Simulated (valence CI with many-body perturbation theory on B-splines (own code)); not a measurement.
**Valence orbitals of Tb LIII**

Computed by configuration interaction combined with many-body perturbation theory (CI+MBPT): three valence electrons over a frozen Dirac-Fock core [Ne], a basis of 11 s, 11 p, 9 d, 7 f, 5 g, 2 h, 1 i functions for each j, with the one-electron correlation potential Σ1, the two-electron term Σ2, the three-electron term Σ3, Breit, model QED; selected CI, second order for the rest (own B-spline code, finite nucleus).

The last digits are not significant, and no measured levels were compared; by estimate large intervals hold to a few tenths of a per cent, small ones and those within an open d or f shell to about a per cent.

These are the spectroscopic orbitals of the CI (the correlating ones are not listed), shaped by the core and the other valence electrons. h is the expectation value of the core's Dirac-Fock operator, without the valence repulsion; Σ1 is computed up to l = 3 at one energy for each symmetry, that of its lowest orbital but kept below the first core excitation, so for empty shells it is not the orbital's own correlation shift; Breit and QED include the response of the core.

```csv
Orbital,h (hartree),Σ1 (cm⁻¹),Breit (cm⁻¹),QED (cm⁻¹),⟨r⟩ (bohr)
3s1/2,-191.93,-7084,29932,24375,0.2169
4s1/2,-104.47,-2402,11689,9832,0.4002
5s1/2,-65.549,-1104,5602,4824,0.6416
6s1/2,-44.921,-605,3142,2724,0.9388
3p1/2,-187.09,-9199,50244,717,0.2045
4p1/2,-102.46,-3050,19654,304,0.3911
5p1/2,-64.539,-1411,9575,155,0.6346
6p1/2,-44.344,-775,5401,89.0,0.9342
3p3/2,-179.53,-8087,28767,3004,0.2143
4p3/2,-99.371,-2776,11233,1221,0.4041
5p3/2,-62.988,-1303,5926,611,0.6509
6p3/2,-43.458,-721,3354,349,0.9537
3d3/2,-173.62,-9976,23216,-737,0.1838
4d3/2,-97.118,-2812,8397,-243,0.3772
5d3/2,-61.883,-1257,3998,-112,0.6269
3d5/2,-171.86,-8997,11152,255,0.1868
4d5/2,-96.359,-2526,3986,163,0.3809
5d5/2,-61.493,-1131,1944,92.8,0.6314
4f5/2,-95.154,-2491,867,-129,0.3318
5f5/2,-60.896,-1206,591,-68.9,0.5843
4f7/2,-94.83,-2380,242,55.0,0.3336
5f7/2,-60.729,-1147,164,25.3,0.5864
5g7/2,-60.629,,20.7,-30.7,0.5149
5g9/2,-60.531,,3.7,23.0,0.5162
```

Among the shells of the start configuration 3s2 3p1, Σ1 is largest in size for 3p1/2, where it is 0.022 % of h.

Lowest root of each symmetry, sizes in configuration state functions:

| J | Parity | Roots | Reference | Variational | Second order | Change by selected CI (cm⁻¹) | Change by second order (cm⁻¹) |
| --- | --- | --- | --- | --- | --- | --- | --- |
| 1/2 | even | 9 | 58 | 7118 | 6250 | -4564 | 0 |
| 3/2 | even | 13 | 92 | 12165 | 8702 | -2504 | -1 |
| 5/2 | even | 12 | 94 | 13877 | 11854 | -3776 | -1 |
| 7/2 | even | 6 | 67 | 12211 | 13833 | -5679 | -2 |
| 9/2 | even | 3 | 41 | 8880 | 10109 | -5858 | -3 |
| 1/2 | odd | 7 | 55 | 6523 | 5240 | -4526 | 0 |
| 3/2 | odd | 12 | 89 | 11404 | 9487 | -4240 | 0 |
| 5/2 | odd | 9 | 86 | 12502 | 13196 | -4896 | -1 |
| 7/2 | odd | 5 | 63 | 11323 | 10299 | -5464 | -2 |
| 9/2 | odd | 2 | 33 | 8372 | 14585 | -3044 | -3 |
